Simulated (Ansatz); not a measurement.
Computed with Ansatz on PBE0-D4/def2-TZVP structures; ΔE is electronic, products minus reactants. CCSD(T)/CBS adds triple-zeta CCSD(T) − MP2 to the extrapolated MP2 energy (def2 sets, frozen cores). Functionals use def2-TZVPP. B3LYP here is the variant with VWN-RPA as its local correlation; programs differ in this. One conformer a species, not always the lowest.

`C=C([SiH3])[O][AlH][F]` + `O[SiH2]N[SiH3]` → `[SiH3]N[SiH2]O[SiH3]` + `C=C[O][AlH][F]`  (ligand exchange at the Si–C bond)

| level | ΔE (eV) |
| --- | --- |
| ωB97M-V | -1.16 |
| r2SCAN | -1.14 |
| PBE0 | -1.09 |
| B3LYP | -1.20 |
| HF/def2-TZVPP | -1.43 |
| CCSD(T)/def2-TZVPP | -1.18 |
| MP2/def2-QZVPP | -1.19 |
| MP2/CBS(def2) | -1.18 |

Q: What does CCSD(T)/CBS give? (An estimate is asked.)

A: Computed: -1.17 eV. The listed levels differ from it by 0.01, 0.03, 0.08, -0.03, -0.26, -0.01, -0.02, -0.01 eV.

Largest T1 diagnostic among the species: 0.013.

In def2-TZVPP, CCSD(T) changes the Hartree–Fock value by +0.26 eV (the triples alone add +0.04 eV) and MP2 by +0.24 eV. From PBE to PBE0 (25 % exact exchange), in def2-TZVPP and without D4, ΔE moves by −0.08 eV.
